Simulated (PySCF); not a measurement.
A geometry optimisation, step by step.

Compound: C₇H₈BN₃O₂S.
Atom-mapped SMILES: `[CH3:1][C:2]1=[N:3][N:4]([C:5]([NH2:6])=[O:7])[B:8]([OH:9])[c:10]2[cH:11][cH:12][s:13][c:14]21` (hydrogens: H15, H16, H17 on C1; H18, H19 on N6; H20 on O9; H21 on C11; H22 on C12)

Computed by this run: PySCF, PBE0-D3(BJ)/def2-SVP geometry optimisation, gas phase; density fitting, grid level 1; the optimiser is geomeTRIC in internal coordinates, started from a GFN2-xTB structure with every atom displaced at random (about 0.01 Å). 6 of its 17 geometries are shown. The frame can shift and turn from step to step; on so coarse a grid that alone can change the energy by a few meV, and forces under 0.02 eV/Å are noise.

Step 0: E = -27430.7990 eV, largest atomic force 2.798 eV/Å
```
atom  x, y, z in Å  |  force x, y, z in eV/Å
C1     -0.959   -2.509    0.898   -1.799   2.060  -0.330
C2     -0.490   -1.157    0.427   -0.580  -0.286   0.268
N3      0.701   -1.090   -0.031    1.692   0.386  -0.558
N4      1.277    0.091   -0.468   -2.677  -0.300   0.756
C5      2.560   -0.019   -0.940    1.426   0.138  -0.226
N6      3.085   -1.241   -0.856    0.119  -0.753   0.032
O7      3.174    0.953   -1.364   -0.223   0.313  -0.129
B8      0.535    1.369   -0.479   -0.806  -1.193   0.699
O9      1.065    2.500   -0.897   -0.679   1.357  -0.102
C10    -0.924    1.242    0.082    0.571  -0.051  -0.251
C11    -1.957    2.204    0.240    1.073   0.540  -0.490
C12    -3.081    1.687    0.760   -0.530  -0.693   0.225
S13    -2.995    0.009    1.066    0.558  -0.376  -0.009
C14    -1.350   -0.006    0.498    0.016  -0.146  -0.002
H15    -1.863   -2.784    0.321    0.179  -0.153   0.112
H16    -0.205   -3.219    0.778    1.478  -1.481  -0.201
H17    -1.265   -2.416    1.940   -0.053  -0.188   0.409
H18     2.501   -1.979   -0.483   -0.014  -0.036  -0.002
H19     4.022   -1.413   -1.178    0.119   0.136  -0.072
H20     1.954    2.376   -1.220    1.173  -0.353  -0.333
H21    -1.845    3.240   -0.046    0.000   0.348  -0.021
H22    -4.001    2.168    0.964   -1.043   0.729   0.226
```

Step 3: E = -27431.0122 eV, largest atomic force 0.603 eV/Å
```
atom  x, y, z in Å  |  force x, y, z in eV/Å
C1     -1.192   -3.215    1.425    0.245  -0.289  -0.028
C2     -0.815   -1.948    0.728    0.216   0.036  -0.015
N3      0.327   -1.916    0.113   -0.017  -0.293  -0.336
N4      0.701   -0.814   -0.578    0.513   0.132   0.223
C5      1.984   -0.872   -1.197   -0.542  -0.203   0.170
N6      2.604   -2.058   -1.145   -0.181   0.058   0.131
O7      2.440    0.119   -1.750    0.393  -0.090  -0.137
B8     -0.010    0.471   -0.552    0.117   0.566   0.007
O9      0.515    1.576   -1.115   -0.444   0.011   0.154
C10    -1.342    0.424    0.216   -0.028  -0.093  -0.088
C11    -2.354    1.401    0.436   -0.100  -0.040  -0.126
C12    -3.439    0.894    1.102    0.037   0.127   0.062
S13    -3.235   -0.760    1.532   -0.049  -0.050  -0.030
C14    -1.685   -0.803    0.767    0.021   0.061  -0.002
H15    -2.106   -3.644    0.986   -0.050   0.017  -0.007
H16    -0.378   -3.955    1.322   -0.194   0.194   0.041
H17    -1.390   -3.046    2.495    0.002   0.035  -0.002
H18     2.161   -2.802   -0.620    0.034  -0.037   0.013
H19     3.538   -2.117   -1.521    0.010  -0.068  -0.002
H20     1.391    1.333   -1.494   -0.017  -0.029  -0.069
H21    -2.288    2.433    0.088   -0.007  -0.019  -0.011
H22    -4.361    1.413    1.364    0.042  -0.024   0.050
```

Step 6: E = -27431.0723 eV, largest atomic force 0.228 eV/Å
```
atom  x, y, z in Å  |  force x, y, z in eV/Å
C1     -1.187   -3.216    1.391   -0.092   0.056  -0.039
C2     -0.796   -1.938    0.719   -0.036   0.016  -0.010
N3      0.335   -1.907    0.093    0.052   0.067   0.037
N4      0.749   -0.769   -0.519   -0.100   0.096   0.093
C5      1.999   -0.882   -1.168   -0.079  -0.167  -0.030
N6      2.557   -2.098   -1.089    0.221   0.019  -0.052
O7      2.492    0.070   -1.760    0.003  -0.002   0.091
B8      0.015    0.513   -0.528   -0.031  -0.106  -0.068
O9      0.501    1.604   -1.139    0.022   0.051   0.071
C10    -1.337    0.436    0.201   -0.007  -0.009  -0.067
C11    -2.370    1.399    0.394    0.027  -0.050   0.079
C12    -3.427    0.897    1.105   -0.053   0.032   0.006
S13    -3.205   -0.751    1.553    0.019   0.035  -0.032
C14    -1.661   -0.787    0.774    0.036   0.009   0.039
H15    -2.118   -3.619    0.957    0.009   0.009   0.014
H16    -0.393   -3.959    1.275    0.060  -0.058  -0.011
H17    -1.372   -3.051    2.464    0.000  -0.007   0.008
H18     2.098   -2.808   -0.530   -0.040   0.027  -0.035
H19     3.469   -2.228   -1.499    0.003  -0.003  -0.006
H20     1.378    1.372   -1.516    0.006  -0.021  -0.081
H21    -2.322    2.424    0.026   -0.003  -0.005  -0.008
H22    -4.342    1.411    1.396   -0.017   0.010  -0.001
```

Step 10: E = -27431.0791 eV, largest atomic force 0.025 eV/Å
```
atom  x, y, z in Å  |  force x, y, z in eV/Å
C1     -1.227   -3.210    1.383   -0.015   0.005  -0.008
C2     -0.813   -1.933    0.723    0.000   0.002   0.006
N3      0.329   -1.912    0.113    0.020   0.008   0.011
N4      0.759   -0.780   -0.496   -0.020  -0.003  -0.009
C5      2.015   -0.904   -1.131    0.010  -0.001  -0.012
N6      2.575   -2.120   -1.060    0.004   0.001   0.025
O7      2.524    0.053   -1.702   -0.001   0.003   0.009
B8      0.024    0.500   -0.540   -0.006  -0.010  -0.002
O9      0.518    1.585   -1.158    0.015  -0.001   0.011
C10    -1.332    0.440    0.183   -0.011  -0.003   0.000
C11    -2.354    1.414    0.376    0.002   0.017  -0.010
C12    -3.417    0.932    1.091    0.022  -0.007   0.011
S13    -3.206   -0.713    1.554   -0.011  -0.009  -0.016
C14    -1.664   -0.772    0.772   -0.002   0.004   0.011
H15    -2.163   -3.592    0.944   -0.002   0.001   0.002
H16    -0.443   -3.966    1.262    0.003  -0.007  -0.005
H17    -1.411   -3.053    2.458    0.001   0.001  -0.002
H18     2.093   -2.843   -0.541   -0.005  -0.001  -0.008
H19     3.486   -2.248   -1.474   -0.004  -0.002  -0.004
H20     1.396    1.343   -1.531   -0.002  -0.005  -0.007
H21    -2.298    2.435   -0.004    0.001   0.003  -0.004
H22    -4.327    1.459    1.380    0.001   0.004  -0.002
```

Step 13: E = -27431.0802 eV, largest atomic force 0.079 eV/Å
```
atom  x, y, z in Å  |  force x, y, z in eV/Å
C1     -1.394   -3.161    1.358    0.009  -0.001   0.012
C2     -0.891   -1.909    0.713    0.004   0.004  -0.023
N3      0.275   -1.946    0.154    0.025  -0.014  -0.023
N4      0.784   -0.840   -0.442   -0.018   0.008  -0.051
C5      2.060   -1.022   -1.023   -0.020   0.034   0.069
N6      2.573   -2.254   -0.904   -0.020  -0.030  -0.026
O7      2.630   -0.093   -1.581   -0.003  -0.031  -0.029
B8      0.105    0.467   -0.539    0.008  -0.006   0.030
O9      0.675    1.521   -1.143   -0.015   0.000  -0.025
C10    -1.281    0.476    0.126    0.048   0.022   0.049
C11    -2.253    1.507    0.284   -0.028  -0.044  -0.021
C12    -3.356    1.085    0.976   -0.021   0.032   0.005
S13    -3.246   -0.564    1.459    0.003   0.009  -0.020
C14    -1.689   -0.710    0.719    0.008   0.005  -0.005
H15    -2.354   -3.475    0.917   -0.001   0.005  -0.003
H16    -0.663   -3.968    1.231    0.003  -0.003   0.001
H17    -1.566   -3.003    2.435   -0.008   0.000   0.002
H18     2.016   -2.966   -0.447    0.009   0.007   0.007
H19     3.464   -2.440   -1.339    0.016  -0.010   0.016
H20     1.554    1.232   -1.481   -0.004   0.012   0.023
H21    -2.135    2.518   -0.106    0.005  -0.002   0.008
H22    -4.245    1.661    1.235   -0.001   0.003   0.004
```

Step 16: E = -27431.0819 eV, largest atomic force under 0.02 eV/Å
```
atom  x, y, z in Å  |  force x, y, z in eV/Å
C1     -1.356   -3.173    1.362   -0.004  -0.001   0.000
C2     -0.874   -1.915    0.711   -0.003  -0.006   0.002
N3      0.285   -1.941    0.135   -0.013   0.003   0.001
N4      0.773   -0.829   -0.467    0.009  -0.006   0.007
C5      2.046   -0.999   -1.056   -0.005   0.001   0.001
N6      2.573   -2.226   -0.936   -0.002  -0.006  -0.007
O7      2.599   -0.068   -1.629    0.009  -0.001   0.002
B8      0.088    0.477   -0.538    0.001   0.005  -0.005
O9      0.639    1.537   -1.148    0.001   0.000   0.005
C10    -1.287    0.473    0.149   -0.003   0.000   0.001
C11    -2.273    1.488    0.314    0.004   0.013  -0.004
C12    -3.372    1.052    1.003    0.010  -0.006  -0.003
S13    -3.241   -0.601    1.472   -0.004  -0.001   0.001
C14    -1.682   -0.723    0.732   -0.003  -0.002   0.000
H15    -2.310   -3.502    0.920    0.000  -0.001  -0.001
H16    -0.612   -3.969    1.237   -0.002   0.003   0.001
H17    -1.532   -3.013    2.438   -0.001  -0.001   0.000
H18     2.040   -2.935   -0.448   -0.001   0.006   0.001
H19     3.478   -2.398   -1.347    0.005   0.000   0.000
H20     1.515    1.259   -1.500    0.001  -0.003   0.000
H21    -2.166    2.504   -0.068    0.000   0.001  -0.001
H22    -4.266    1.616    1.267    0.002  -0.001  -0.001
```

Problem. Summarise the path.

Solution. The energy falls by 6.52 kcal/mol from step 0 to step 16; nine tenths of that is first reached at step 5. It rises by more than 0.2 meV at step 2. The largest force goes from 2.798 to under 0.02 eV/Å. Among the bonds C1–H16 changes most, from 1.043 to 1.097 Å; the atoms move by 0.047 Å rms after alignment.

The cost below is that of the whole optimisation. Time: 12 min wall; peak memory 1.4 GiB. Hardware: one thread of an Arm Neoverse V2, no GPU, shared host with 96 logical CPUs at a one-minute load of 51.
